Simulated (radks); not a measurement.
The numbers below are computed, except where a source is named.
Ionisation of the antimony ion Sb+, [Kr] 4d10 5s2 5p2, to Sb2+, [Kr] 4d10 5s2 5p1, under several functionals. Dirac Kohn-Sham, spin-unpolarised, spherical densities, finite nucleus; open shells fill j = l - 1/2 first; a radial shooting solver on a logarithmic mesh with Libxc functionals.

functional                               E(Sb+) (hartree)  Exc (hartree)  IE (eV)  -e(HOMO) (eV)  <r> HOMO (bohr)  IE error (eV)
exchange-only PBE                             -6480.36879     -167.66166   15.532         11.466            2.660         -1.094
RPBE                                          -6483.37835     -170.71802   16.287         12.240            2.620         -0.339
BLYP                                          -6483.69231     -171.02660   16.333         12.225            2.620         -0.293
PBE                                           -6483.04386     -170.37779   16.385         12.315            2.613         -0.241
BP86                                          -6484.19630     -171.54299   16.562         12.477            2.602         -0.064
B86b exchange with PBE correlation            -6483.77285     -171.11668   16.413         12.339            2.610         -0.213
LDA (Slater exchange, VWN5 correlation)       -6477.57262     -164.83596   16.681         12.565            2.596         +0.055
exchange-only B88                             -6481.13342     -168.44028   15.546         11.477            2.644         -1.080

NIST Atomic Spectra Database: 16.63 eV (measured). Closest: LDA (Slater exchange, VWN5 correlation). The Delta-SCF values span 1.15 eV, the total energies 6.62 hartree. The highest occupied level is 5p1/2. Spin polarisation and multiplet splitting are left out, so open shells lie too high by an amount that depends on their filling.

Beside tabulated values, note that spin-unpolarised runs miss the spin-polarisation part of the exchange energy of open shells.
